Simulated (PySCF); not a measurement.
Isomers of C5H14BNSi, from PBE0-D3(BJ)/def2-SVP geometry optimisation, gas phase in PySCF. One conformer each, no zero-point energy, no frequencies.

**Question.** Which isomer lies lower at this level?
A. `[SiH3:1][NH:2][C@@H:3]1[CH2:4][BH:5][CH2:6][CH2:7][CH2:8]1` with Si1–N2–C3–C4 -148°, N2–C3–C4–B5 -167°, C3–C4–B5–C6 21°, C4–B5–C6–C7 -20°, B5–C6–C7–C8 38°: A = 3821, B = 871.2, C = 753.9 MHz, dipole 1.27 D
B. `[SiH3:1][NH:2][B:3]1[CH2:4][CH2:5][CH2:6][CH2:7][CH2:8]1` with Si1–N2–B3–C4 -177°, N2–B3–C4–C5 -144°, B3–C4–C5–C6 -48°, C4–C5–C6–C7 59°, C5–C6–C7–C8 -59°: A = 3580, B = 867.6, C = 735.7 MHz, dipole 0.80 D

**Answer.** B. That is `[SiH3]NB1CCCCC1`, 44.4 kcal/mol below the other.

| SMILES | mapped SMILES | E (Eh) | relative (kcal/mol) | relative (kJ/mol) | dipole (D) |
| --- | --- | --- | --- | --- | --- |
| [SiH3]NB1CCCCC1 | [SiH3:1][NH:2][B:3]1[CH2:4][CH2:5][CH2:6][CH2:7][CH2:8]1 | -567.39894 | 0.0 | 0.0 | 0.80 |
| [SiH3]N[C@@H]1CBCCC1 | [SiH3:1][NH:2][C@@H:3]1[CH2:4][BH:5][CH2:6][CH2:7][CH2:8]1 | -567.32816 | 44.4 | 185.8 | 1.27 |

As drawn, the lower has a B–N bond, which the higher lacks.
